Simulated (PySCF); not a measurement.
CH7GeNO, SMILES [GeH2]([OH])[NH]C.

The structure is a stationary point at PBE-D3(BJ)/def2-SVP. This is a generated structure with no PubChem entry under its InChIKey; it may be hypothetical. The values are those of a single conformer.

Method: PBE-D3(BJ)/def2-SVP (PySCF).

Frequencies are harmonic and unscaled.

```tsv
mode	ν (cm⁻¹)	IR (km/mol)	moving atoms (share of kinetic energy)
1	87	1.1	O 33 %, H 28 %, C 24 %, N 9 %
2	133	6.7	H 88 %
3	205	35.8	H 62 %, C 18 %, N 11 %
4	220	24.1	H 45 %, N 35 %, O 10 %, Ge 8 %
5	290	76.2	H 38 %, O 21 %, N 19 %, Ge 13 %, C 9 %
6	445	89.2	H 83 %, N 11 %
7	514	42.6	H 66 %, Ge 13 %, C 10 %, N 9 %
8	644	40.9	H 47 %, N 35 %, Ge 10 %
9	656	95.3	O 75 %, Ge 20 %
10	711	42.3	H 83 %, N 13 %
11	783	81.3	H 97 %
12	803	34.7	H 96 %
13	898	90.5	H 91 %
14	1054	3.7	H 83 %, C 13 %
15	1097	1.6	H 75 %, C 19 %
16	1120	83.0	N 47 %, C 37 %, H 16 %
17	1334	13.9	H 72 %, N 18 %, C 10 %
18	1394	9.5	H 88 %, C 11 %
19	1415	15.4	H 94 %
20	1442	4.2	H 97 %
21	2068	131.3	H 99 %
22	2129	95.0	H 99 %
23	2904	100.1	H 96 %
24	2981	39.2	H 92 %, C 8 %
25	3033	17.7	H 91 %, C 9 %
26	3497	8.2	H 93 %
27	3727	37.5	H 94 %
```
